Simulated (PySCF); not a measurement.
CH5NO2Si.
Structure used (PBE0-D3(BJ)/def2-SVP), in Å, numbered top down from 1:
```
atom  x, y, z in Å
O1     0.9705    0.9169   -1.6032
C2     1.2745    0.4049   -0.5413
N3     0.3990   -0.0773    0.3763
Si4   -1.3833   -0.0494    0.1942
O5    -1.6888    0.6768   -1.2428
H6     2.3435    0.2966   -0.2450
H7     0.8295   -0.4677    1.2085
H8    -1.8653   -1.4590    0.2576
H9    -1.9400    0.6918    1.3622
H10   -0.8476    0.9189   -1.6874
```

The closed-shell ground state was solved at several levels (PySCF, density fitting, gas phase, non-relativistic).

```csv
level,basis functions,total energy (Eh),HOMO (eV),LUMO (eV),gap (eV),dipole (D)
B3LYP/def2-SVPD,150,-535.6535,-7.98,-0.60,7.38,4.17
PBE0/pcSseg-1,117,-535.4598,-8.15,-0.07,8.08,4.22
```

Q: Estimate the row for KT3/pcSseg-2, a basis of 257 functions; the other rows only guide the guess.

A: Total energy -541.7158 Eh, HOMO -6.73 eV, LUMO -1.25 eV, gap 5.48 eV, dipole 3.90 D.

Q: Over all these levels, which gives the widest orbital gap and which the narrowest?

A: PBE0/pcSseg-1 (global hybrid, 25 % exact exchange) has the widest, 8.08 eV, and KT3/pcSseg-2 (GGA) the narrowest, 5.48 eV. Functional and basis both differ between the two, so the spread mixes both effects.

Q: How far do the dipole and the HOMO energy spread over the levels?

A: The dipole runs from 3.90 to 4.22 D (mean 4.10 D) and the HOMO from -8.15 to -6.73 eV.

One conformer stands for the species.
